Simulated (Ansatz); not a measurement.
```xyz
10

N     0.794    0.443   -1.449
Ge    0.506    0.359    0.351
O     1.751   -0.800    0.889
Sb   -1.824   -0.562    1.201
H     0.508   -0.379   -1.964
H     0.404    1.262   -1.893
H     0.780    1.775    0.909
H     1.588   -1.131    1.775
H    -1.882   -1.627   -0.134
H    -2.625    0.661    0.316
```

Total charge 0; spin multiplicity 1. Sb takes the def2 core potential.

(1) List the B3LYP/def2-TZVPP orbital energies in eV (the Gaussian-basis code of Ansatz). (Best estimate.)

Answers

(1) The calculation gave: Occupied: -10850.65, -1354.95, -1205.86, -1205.85, -1205.85, -520.28, -389.18, -169.56, -155.41, -119.83, -119.80, -119.78, -107.18, -107.16, -107.06, -35.28, -35.26, -35.18, -35.15, -35.10, -33.52, -33.40, -33.35, -33.32, -33.30, -26.68, -23.01, -16.11, -14.77, -13.36, -12.20, -10.65, -9.92, -9.34, -8.92, -8.04, -7.89, -6.49. Lowest empty: -0.84, -0.65, -0.04, 0.40, 0.87, 1.80, 2.05, 2.26.

B3LYP here is the variant with VWN-RPA as its local correlation; programs differ in this.
